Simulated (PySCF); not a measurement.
CH8O2Si2, SMILES C[Si](O)(O)[SiH3].

Coordinates come from a r2SCAN-D4/def2-SVP optimisation. This is a generated structure with no PubChem entry under its InChIKey; it may be hypothetical. One conformer was computed; it need not be the lowest.

The numbers are results of PySCF with SMD-B3LYP/def2-SVP, not measurements.

Solvation free energies are E(SMD) − E(gas) at the gas-phase geometry, for 1 M in both phases. In vacuum the dipole moment is 2.69 D.

Computed solvation free energies in water, cyclohexanone, 2-propanol:
```
solvent        ΔG(solv) (kcal/mol)  its non-electrostatic (CDS) part  dipole (D)
-------------  -------------------  --------------------------------  ----------
water                         -6.0                               4.3        3.59
cyclohexanone                 -5.0                              -0.6        3.32
2-propanol                    -8.1                               0.5        3.49
```
